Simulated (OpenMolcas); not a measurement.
## Computed levels of Nd4+

```
Program             : OpenMolcas 26.06
Method              : XMS-CASPT2, IPEA 0.25 Eh, imaginary shift 0.1 Eh (closed shells correlated: 5s 5p)
Basis               : ANO-RCC-VTZP [8s7p5d3f2g1h]
Scalar Hamiltonian  : DKH2, point nucleus
Active space        : 2 electrons in 7 orbitals (4f)
State averaging     : 2S+1 = 3 even, 21 roots; 2S+1 = 1 even, 28 roots
Spin-orbit coupling : state interaction with AMFI integrals over the reference wave functions, term energies averaged over their components
```

Spin-free terms above the lowest, with the occupations of the reference:

```tsv
Configuration	Term	E (cm⁻¹)	Occupations
4f²	³H	0.0	4f 2.00
4f²	³F	5680	4f 2.00
4f²	¹D	20090	4f 2.00
4f²	¹I	26050	4f 2.00
4f²	³P	26910	4f 2.00
4f²	¹S	59240	4f 2.00
```

With spin-orbit coupling, above the lowest level:

```csv
Configuration,Term,J,E (cm⁻¹),Measured (cm⁻¹),Term weight %,Second
4f²,³H,4,0.0,0.0,96,3 ¹G
4f²,³H,5,3010,2834,100,
4f²,³H,6,6120,5743,100,
4f²,³F,2,6710,5894,98,2 ¹D
4f²,³F,3,8690,7785,100,
4f²,³F,4,8850,,50,48 ¹G
4f²,³F,4,12800,,50,49 ¹G
4f²,¹D,2,23380,20551,90,8 ³P
4f²,³P,0,29000,25051,99,
4f²,¹I,6,29660,26088,100,
4f²,³P,1,29920,25893,100,
4f²,³P,2,31620,27479,92,8 ¹D
4f²,¹S,0,63170,,99,
```

Against the 9 measured excited levels shown (the list in Carvajal Gallego et al., Mon. Not. R. Astron. Soc. 518, 332 (2023)) the mean absolute deviation is 2300 cm-1; the largest miss in energy is 4f² ³P₂: computed 31620, measured 27479 cm⁻¹ (+15.1 %).

Spin-orbit coupling puts the lowest level 3542 cm⁻¹ below the lowest spin-free term.

For ³H the intervals divided by the larger J are 602.5, 517.8 cm-1. Landé's interval rule makes them equal in pure LS coupling; they differ by 15 % of their mean. The multiplet is regular.

Term energies are means over components that CASPT2 splits; among the terms shown or strongly mixed into the levels shown the widest spread is 290 cm-1 (4f² ¹I). Some terms miss by over 15 % even with CASPT2, which points to a basis or an active space too small for the shells correlated. Measured partners are found by configuration, term and J. A level has none where our copy of the source lacks it or the pairing is in doubt (some pairs that miss far off the trend of their configuration count as doubtful), and it then counts in no deviation. Only configurations of the active space appear.

The term weight is that of the spin-free term in the level, not the purity of its configuration.
